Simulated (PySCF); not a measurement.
Stationary points of ScH₂

Computed with PBE0/[Sc def2-TZVP, H def2-TZVP], no relativity, density fitting, PySCF.

Relaxations began from a few typed shapes; open shells are unrestricted. The search is not exhaustive: other isomers or separated fragments can lie lower, and high-lying points may rest on an excited occupation.

```json
{"spin": "doublet", "group": "C2v", "bonds": "Sc–H 1.822 Å (×2)", "angles": "H–Sc–H 120.4°", "imaginary modes (cm⁻¹)": "none", "ΔE (kJ/mol)": "0.0", "ΔE with ZPE (kJ/mol)": "0.0"}
{"spin": "doublet", "group": "D∞h", "bonds": "Sc–H 1.920 Å (×2)", "angles": "H–Sc–H 180.0°", "imaginary modes (cm⁻¹)": "434i, 358i", "ΔE (kJ/mol)": "31.8", "ΔE with ZPE (kJ/mol)": "–"}
```

The lowest minimum found is the doublet C2v: Sc–H 1.822 Å (×2); H–Sc–H 120.4°.

Starts that fell apart ended at 66 kJ/mol on the same scale (coarser grid).

Formally Sc is in oxidation state +2, d1, with 1 unpaired electron. The Mulliken spin on Sc is 1.07. The polar-tensor charge on Sc, 1.02, is far below the formal one.

For the lowest minimum: with open d or f shells other occupations or spin states may lie lower.

The electron or spin density has lower symmetry than the nuclear frame for the doublet D∞h at 31.8 kJ/mol.
